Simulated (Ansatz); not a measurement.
Several settings on one geometry of InMe2H (C₂H₇In) (that of the charge 0 singlet, r2SCAN-D4/def2-SVP). Ansatz on 4 threads of Arm Neoverse V2 on a shared host; times are rough.

Cartesian coordinates in Å:
```
In -0.4241 -0.7266 -0.0036
C 1.7511 -0.7120 0.0005
H 2.1176 -0.2512 0.9326
H 2.1278 -0.1001 -0.8352
H 2.1748 -1.7238 -0.0811
C -1.4806 1.1749 0.0043
H -1.2876 1.7087 -0.9409
H -1.1092 1.8143 0.8214
H -2.5671 1.0468 0.1180
H -1.3028 -2.2308 -0.0161
```

Totals from different functionals, basis sets or treatments of relativity can't be compared as stabilities.

In the def2 sets In takes a core potential; there is no spin–orbit coupling.

The spins typed aren't always the lowest for that charge.

(1) Give the basis size and estimate the energy, ⟨S²⟩ and time of these runs.

```json
{"run": "1", "method": "RKS ωB97/def2-mTZVPP", "charge": "0", "state": "singlet", "further keys": "scf: {omitted_lower_state_checks: [starts]}; forces asked"}
{"run": "2", "method": "UKS ωPBEh/def2-TZVP", "charge": "1", "state": "doublet", "further keys": "scf: {omitted_lower_state_checks: [starts]}"}
{"run": "3", "method": "UKS r2SCAN50-D3(BJ)/def2-mTZVPP", "charge": "-1", "state": "doublet", "further keys": "–"}
```

Answers

(1) 
```tsv
run	functions	energy (Eh)	⟨S²⟩	wall time
1	109	-270.5734	–	2.7 s
2	154	-270.1282	0.77	3.6 s
3	109	-270.4895	0.76	3.8 s
```

The highest occupied level of an anion often lies above zero with these methods, and sets without diffuse functions describe the outer electron poorly.
